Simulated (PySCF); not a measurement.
**Basis and Hamiltonian dependence of the excitation energy of Si**

Si [Ne] 3s2 3p2 (3P) → Si [Ne] 3s1 3p3 (5S). All values are computed (PySCF 2.14, energy differences of UHF-based or UKS calculations, no spin-orbit coupling). Values in eV.

| basis | Hamiltonian | functions | UHF | LDA | PBE0 | MP2 (valence) | CCSD(T) (valence) | CCSD(T) (valence and next inner shell) |
| --- | --- | --- | --- | --- | --- | --- | --- | --- |
| aug-cc-pVDZ-DK | spin-free X2C | 27 | 2.685 | 4.358 | 4.095 | 3.473 | 3.839 | n/a |
| aug-cc-pV(D+d)Z | non-relativistic | 32 | 2.639 | 4.306 | 4.044 | 3.435 | n/a | n/a |
| aug-cc-pVTZ-DK | spin-free X2C | 50 | 2.670 | 4.349 | 4.092 | 3.621 | n/a | n/a |
| dyall-av2z | non-relativistic | 50 | 2.636 | 4.312 | 4.050 | 3.443 | 3.806 | n/a |
| x2c-TZVPPall with one added diffuse shell each of s, p, d type | spin-free X2C | 51 | 2.665 | 4.345 | 4.086 | 3.606 | 3.927 | 4.039 |
| aug-cc-pV(T+d)Z | non-relativistic | 55 | 2.622 | 4.296 | 4.040 | 3.573 | 3.893 | n/a |
| x2c-QZVPPall | spin-free X2C | 70 | 2.653 | 4.342 | 4.079 | 3.677 | 3.960 | 4.085 |
| aug-cc-pV(T+d)Z with one added diffuse shell each of s, p, d, f type | non-relativistic | 71 | 2.621 | 4.296 | 4.040 | 3.574 | 3.893 | n/a |
| def2-QZVPPD | non-relativistic | 76 | 2.603 | 4.289 | 4.027 | 3.628 | 3.913 | 4.036 |
| dyall-av3z | non-relativistic | 84 | 2.601 | 4.287 | 4.027 | 3.567 | 3.882 | n/a |
| aug-cc-pVQZ-DK | spin-free X2C | 84 | 2.656 | 4.343 | 4.081 | 3.678 | 3.960 | n/a |
| aug-cc-pV(Q+d)Z | non-relativistic | 89 | 2.606 | 4.290 | 4.029 | 3.632 | 3.915 | n/a |
| aug-cc-pCVTZ-DK with one added diffuse shell each of s, p, d, f type | spin-free X2C | 91 | 2.669 | 4.353 | 4.091 | 3.628 | 3.943 | 4.048 |
| aug-cc-pwCVQZ | non-relativistic | 134 | 2.604 | 4.288 | 4.028 | 3.639 | n/a | n/a |

Frozen in the all-electron rows: valence: [Ne]; valence and next inner shell: 1s2.
